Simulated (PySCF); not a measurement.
Coordinates in bohr (charge 0 multiplicity 7):
```
S     0.0000    0.0000   -2.6738
V     2.4883    0.0000    0.8390
V    -2.4883    0.0000    0.8390
```

All numbers come from UB3LYP/[S def2-SVP, V def2-SVP], no relativity, density fitting, PySCF.

This geometry of V₂S is a stationary point at this level.

**Question.** What is the point group?

**Answer.** C2v.

**Question.** Is it a minimum?

**Answer.** Yes: all harmonic wavenumbers are real.

**Question.** List the harmonic modes with their infrared intensities.

**Answer.** 
```csv
symmetry,ω (cm⁻¹),IR (km/mol)
a1,222,1.2
b2,277,0.0
a1,430,31.2
```

**Question.** What is the atomisation energy, with and without zero-point energy?

**Answer.** 631 kJ/mol without, 625 kJ/mol with.

In C2v the vibrations span 2a1 + b2. Here b1 is antisymmetric to the molecular plane and b2 lies in it.

Other isomers or separated fragments may lie lower. With open d or f shells other occupations or spin states may lie lower.
